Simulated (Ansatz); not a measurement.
```
atom    x (Å)    y (Å)    z (Å)
  Pt   0.0000   0.0000   0.0000
   F   0.0000   0.0000   1.8500
   F   0.0000   0.0000  -1.8500
   F   1.8500   0.0000   0.0000
   F  -1.8500   0.0000   0.0000
   F   0.0000   1.8500   0.0000
   F   0.0000  -1.8500   0.0000
```

Basis set: def2-TZVP on F; def2-TZVPP on Pt (spherical functions, with the set's core potentials past Kr). Charge 0, multiplicity 1.

Computed with Ansatz (development build ahead of 0.2.0); each method stands on the lowest determinant of its kind that the runs found. Restricted functionals stand beside restricted open-shell atoms, which can lie above the unrestricted atoms usual in DFT and then raise those values.

The atomization energy at this shape (free ground-state atoms in the same class of orbitals less the molecule, no zero-point energy) of singlet PtF6:

```tsv
method	atomization energy
ωB97X (unrestricted)	1547.6 kJ/mol
PBE0 (unrestricted)	1562.9 kJ/mol
RHF	195.2 kJ/mol
```

What does PBE0 (restricted) give?

1536.9 kJ/mol. Caution: another spin multiplicity may lie lower. Caution for ωB97X (unrestricted), PBE0 (unrestricted): the unrestricted determinant is a mixture of spin states. Caution for PBE0 (restricted): an unrestricted determinant lies well below. Caution for RHF: in another basis set an unrestricted determinant lies well below.

The shape needn't be a minimum at these levels.
